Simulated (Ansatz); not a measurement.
**Energy profile**

The step: ZnCl₂ + H₂ → ZnHCl ([Cl][ZnH]) + HCl; bonds formed: Zn1–H5, Cl2–H4; bonds broken: Zn1–Cl2, H4–H5 (atoms numbered as in the saddle structure below).

```
atom    x (Å)    y (Å)    z (Å)
 Zn1  -0.2588   0.4024  -0.4083
 Cl2   0.4832  -1.7563   0.4966
 Cl3  -1.2264   0.8989  -2.2017
  H4   0.5733  -0.3263   1.0541
  H5   0.4286   0.7811   1.0592
```

Electronic energies by CCSD(T) at an estimated basis limit (MP2 extrapolated from triple and quadruple zeta, plus CCSD(T) − MP2 in triple zeta), on PBE0-D4/def2-TZVP structures; ZnH₂Cl₂, singlet; no counterpoise correction. Ansatz 0.2.0; basis: def2-TZVPP and def2-QZVPP; cores frozen in the correlated methods. The 3s and 3p shells of Cu and Zn are frozen; filled d shells are correlated. Extrapolation: Hartree–Fock as exp(−7.88 √X), correlation as X^−2.97.

Give the profile in eV, counted from the separated reactants. (An estimate is asked for; the value comes from the calculation.)

Computed:
```json
{"point": "separated: ZnCl₂ (linked as [Cl][Zn][Cl]; Zn1, Cl2, Cl3; singlet) + H₂ (H4, H5; singlet)", "eV": "0.000"}
{"point": "start structure", "eV": "-0.050"}
{"point": "saddle", "eV": "1.592"}
{"point": "end structure", "eV": "0.971"}
{"point": "separated: ZnHCl (linked as [Cl][ZnH]; Zn1, Cl3, H5; singlet) + HCl (Cl2, H4; singlet)", "eV": "1.106"}
```

T1 diagnostic: at most 0.015.

For scale, one of the runs: CCSD(T)/def2-TZVPP, 176 basis functions (an equivalent command: `ansatz run in.yaml --threads 4`). The run took 44 s on 4 CPU threads (shared host), with 1.5 GiB of host memory at its peak.
